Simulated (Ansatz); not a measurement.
This geometry of BrH + CH6Ge (10 atoms, charge 0, multiplicity 1) is a first-order saddle point.

All numbers below come from RKS LDA/def2-SVP (Ansatz 0.2.0).

```xyz
10
Properties=species:S:1:pos:R:3
Ge 0.131 -0.154 -0.279
H -0.697 -0.295 1.344
H 1.538 0.059 -0.885
C -0.789 1.551 -0.413
H -1.858 1.465 -0.136
H -0.299 2.296 0.248
H -0.697 1.908 -1.462
H -0.630 -1.353 -0.871
Br 1.686 -1.588 1.559
H 0.067 -0.792 1.626
```

(1) Which two structures does it join? (They come from a converged band through this point; their orientation in space is the band's.)

(2) How far does it lie above each of them?

Answers

(1) Bonds broken: Ge1–H2, Br9–H10. Bonds formed: Ge1–Br9, H2–H10. BrH + CH6Ge becomes CH5BrGe + H2.

Initial state:

```xyz
10
Properties=species:S:1:pos:R:3
Ge 0.009 0.163 -0.160
H -0.141 -0.105 1.373
H 1.514 0.365 -0.434
C -1.028 1.724 -0.639
H -2.100 1.563 -0.404
H -0.668 2.613 -0.083
H -0.929 1.920 -1.727
H -0.488 -1.105 -0.886
Br 1.554 -2.615 1.937
H 0.731 -1.426 1.754
```

Final state:

```xyz
10
Properties=species:S:1:pos:R:3
Ge 0.489 -0.240 -0.999
H -0.888 0.429 2.975
H 1.814 0.317 -1.564
C -0.675 1.144 -0.335
H -1.583 0.692 0.112
H -0.152 1.738 0.441
H -0.971 1.812 -1.171
H -0.204 -1.157 -2.030
Br 1.071 -1.597 0.779
H -0.448 -0.039 2.521
```

(2) 29.1 kcal/mol above the first and 40.5 kcal/mol above the second. This is the barrier of this one path; another mechanism may lie lower. The orbitals stay closed-shell, which can raise the energy where a bond breaks towards radicals; this wasn't checked here.

Time of the run: 110 s on 4 threads of Arm Neoverse V1, with other jobs on the host, peak memory 0.18 GiB.
